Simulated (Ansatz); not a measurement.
Basis sets compared for Ge(OAc)H3 (C2H6GeO2). Charge 0, multiplicity 1. Geometry PBE0-D4/def2-SVP. Ansatz on 4 threads of Arm Neoverse V2 on a shared host; times are rough, and most runs start from earlier orbitals.

Cartesian coordinates in Å:
```
C 0.628 -0.116 -0.151
C 1.843 0.764 -0.130
Ge -1.974 -0.560 0.210
O -0.479 0.513 0.229
O 0.623 -1.281 -0.475
H 2.717 0.204 -0.480
H 2.014 1.130 0.893
H 1.674 1.645 -0.765
H -1.778 -1.704 1.208
H -2.230 -1.032 -1.224
H -3.039 0.438 0.684
```

Binding counts from free atoms (C triplet, Ge triplet, O triplet, H doublet) in the same basis, without a counterpoise term.

```json
{"level": "HF/STO-3G", "functions": "44", "energy (Eh)": "-2277.7660", "HOMO (eV)": "-8.65", "LUMO (eV)": "8.92", "binding per atom (eV)": "3.28", "wall time": "0.15 s"}
{"level": "PBE-D4/def2-SVP", "functions": "118", "energy (Eh)": "-2306.2987", "HOMO (eV)": "-6.14", "LUMO (eV)": "-0.69", "binding per atom (eV)": "4.04", "wall time": "0.95 s"}
{"level": "PBE0-D4/def2-SVP", "functions": "118", "energy (Eh)": "-2306.3621", "HOMO (eV)": "-7.88", "LUMO (eV)": "0.36", "binding per atom (eV)": "3.94", "wall time": "1.4 s"}
```

Estimate the rows for HF/def2-TZVP, PBE-D4/def2-TZVP (with forces), PBE0-D4/def2-TZVP.


| level | functions | energy (Eh) | HOMO (eV) | LUMO (eV) | binding per atom (eV) | wall time |
| --- | --- | --- | --- | --- | --- | --- |
| HF/def2-TZVP | 208 | -2304.4567 | -12.21 | 3.20 | 2.77 | 1.6 s |
| PBE-D4/def2-TZVP (with forces) | 208 | -2306.8281 | -6.34 | -0.88 | 4.00 | 2.2 s |
| PBE0-D4/def2-TZVP | 208 | -2306.8882 | -7.99 | 0.15 | 3.91 | 3.3 s |
